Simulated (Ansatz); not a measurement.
The cluster Li₇H₈⁻. Charge -1, multiplicity 1. Geometry PBE0-D4/def2-TZVPD; atoms count from 1.

```xyz
15

Li   -1.481   -0.566    2.133
Li   -2.275    1.147    0.680
Li    0.668    0.738    1.660
Li    2.299    0.432   -0.799
Li    0.607   -1.644    0.060
Li   -0.558    0.622   -1.633
Li    1.169   -1.131   -2.316
H     2.233   -1.465   -0.929
H     1.262    0.638   -2.359
H    -0.988    1.212    2.112
H     2.054    1.190    0.717
H     0.188   -1.157    1.705
H    -1.770    1.637   -0.933
H    -3.043   -0.373    1.378
H    -0.364   -1.281   -1.476
```

Another isomer (singlet) lies 0.25 eV lower at PBE0-D4/def2-TZVPD; other spin states weren't run for this one.

(1) Estimate the Mulliken populations from the PBE0/def2-TZVPD orbitals of Ansatz.

Answers

(1) 
```json
{"atom": "Li1", "charge (e)": "0.79"}
{"atom": "Li2", "charge (e)": "0.53"}
{"atom": "Li3", "charge (e)": "0.78"}
{"atom": "Li4", "charge (e)": "0.58"}
{"atom": "Li5", "charge (e)": "0.56"}
{"atom": "Li6", "charge (e)": "0.71"}
{"atom": "Li7", "charge (e)": "0.68"}
{"atom": "H8", "charge (e)": "-0.71"}
{"atom": "H9", "charge (e)": "-0.72"}
{"atom": "H10", "charge (e)": "-0.76"}
{"atom": "H11", "charge (e)": "-0.64"}
{"atom": "H12", "charge (e)": "-0.78"}
{"atom": "H13", "charge (e)": "-0.67"}
{"atom": "H14", "charge (e)": "-0.64"}
{"atom": "H15", "charge (e)": "-0.71"}
```
Mulliken values and Mayer orders depend strongly on the basis. With diffuse functions, as here, like atoms can get unlike values, and bond orders can come out too low or too high.
